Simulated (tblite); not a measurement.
C6H8F2O2.
Structure used (GFN2-xTB), in Å, numbered top down from 1:
```xyz
18
C6H8F2O2 angstrom
F      3.2487   -1.3873    0.3027
C      2.4401   -0.3233    0.1733
F      2.7030    0.1849   -1.0641
O      1.1728   -0.7309    0.3063
C      0.2084    0.2996    0.6232
C     -0.0593    1.2116   -0.5372
C     -1.1372    1.0504   -1.3006
O     -2.0669    0.0888   -1.1681
C     -1.7347   -0.9510   -0.2636
C     -1.0837   -0.4180    1.0082
H      2.7557    0.4498    0.9050
H      0.6044    0.8728    1.4761
H      0.6397    2.0031   -0.7434
H     -1.3793    1.7208   -2.1131
H     -1.0374   -1.6428   -0.7525
H     -2.6710   -1.4694   -0.0484
H     -1.7489    0.2911    1.5028
H     -0.8632   -1.2439    1.6817
```

Calculated harmonic vibrations of the isolated species, GFN2-xTB (tblite), most abundant isotopes, no scaling. Against measured fundamentals such values can be off by several per cent, at times by over 20. One conformer, not necessarily the lowest.

Harmonic wavenumbers (cm⁻¹): 28.9, 55.4, 101.7, 175.6, 253.5, 276.0, 334.2, 413.5, 470.2, 486.8, 561.7, 591.4, 622.6, 762.7, 786.6, 878.4, 893.9, 926.0, 959.1, 966.0, 988.3, 1004.0, 1071.6, 1074.9, 1099.3, 1131.0, 1165.9, 1183.6, 1209.7, 1240.7, 1271.8, 1284.5, 1292.5, 1306.5, 1320.4, 1330.6, 1342.0, 1443.4, 1456.0, 1696.1, 2812.2, 2851.0, 2919.3, 2988.2, 2998.4, 3024.3, 3079.5, 3128.2.

A = 2772, B = 821.6, C = 722.9 MHz; mass 150.049 u (most abundant isotopes); point group C1, symmetry number 1.

Problem. What is the zero-point energy?

Solution. Half the sum of the wavenumbers: 29629 cm⁻¹ = 354.44 kJ/mol.

Problem. What is S at 400 K and 1 bar for an ideal gas of classical rigid rotors and harmonic oscillators?

Solution. Translation 177.46, rotation 127.75, vibration 151.24: S = 456.5 J/(mol K).

Problem. And Cp and H(400 K) − H(0)?

Solution. Cp = 193.63 J/(mol K), of which vibrations give 160.37 (their classical limit is 48 R = 399.1); H(400 K) − H(0) = 44.15 kJ/mol without the zero-point energy, 30.85 from vibrations.

Problem. What must be added to the electronic energy to get the Gibbs energy at 400 K and 1 bar?

Solution. ZPE + [H(400 K) − H(0)] − T·S = 354.44 + 44.15 − 182.58 = 216.01 kJ/mol.

Problem. Which modes carry the vibrational entropy at 400 K?

Solution. 28.9 cm⁻¹: 27.14; 55.4 cm⁻¹: 21.74; 101.7 cm⁻¹: 16.72; 175.6 cm⁻¹: 12.27; 253.5 cm⁻¹: 9.36; 276.0 cm⁻¹: 8.71 J/(mol K); the other 42 give 55.29 together.

Problem. Blend soft modes into free rotors: weight 1/[1 + (100 cm⁻¹/ν̃)⁴] for the oscillator and the rest for a rotor with moment μB/(μ + B), μ = h/(8π²ν), B = 10⁻⁴⁴ kg m². What vibrational entropy results?

Solution. 135.03 J/(mol K) in place of 151.24, which changes −T·S at 400 K by +6.48 kJ/mol.

Problem. How do the functions run with temperature in this model?

Solution. 
```json
{"T (K)": "100", "S (J/(mol K))": "296.1", "Cp (J/(mol K))": "70.5", "H − H(0) (kJ/mol)": "5.30", "G − H(0) (kJ/mol)": "-24.32", "ln q(vib)": "2.08"}
{"T (K)": "200", "S (J/(mol K))": "355.9", "Cp (J/(mol K))": "106.9", "H − H(0) (kJ/mol)": "14.12", "G − H(0) (kJ/mol)": "-57.05", "ln q(vib)": "4.37"}
{"T (K)": "300", "S (J/(mol K))": "407.2", "Cp (J/(mol K))": "150.2", "H − H(0) (kJ/mol)": "26.93", "G − H(0) (kJ/mol)": "-95.23", "ln q(vib)": "6.62"}
{"T (K)": "500", "S (J/(mol K))": "503.8", "Cp (J/(mol K))": "230.8", "H − H(0) (kJ/mol)": "65.44", "G − H(0) (kJ/mol)": "-186.46", "ln q(vib)": "11.25"}
{"T (K)": "800", "S (J/(mol K))": "630.1", "Cp (J/(mol K))": "304.8", "H − H(0) (kJ/mol)": "146.95", "G − H(0) (kJ/mol)": "-357.16", "ln q(vib)": "18.21"}
{"T (K)": "1000", "S (J/(mol K))": "701.6", "Cp (J/(mol K))": "334.8", "H − H(0) (kJ/mol)": "211.10", "G − H(0) (kJ/mol)": "-490.49", "ln q(vib)": "22.62"}
```

q(vib) and H(0) count from the zero-point level.

Hindered rotation and anharmonicity are outside this model. Other conformers, if any are populated, would add a mixing term that is left out. The structure is chiral; the term R ln 2 for an equal mix with its mirror image is left out.
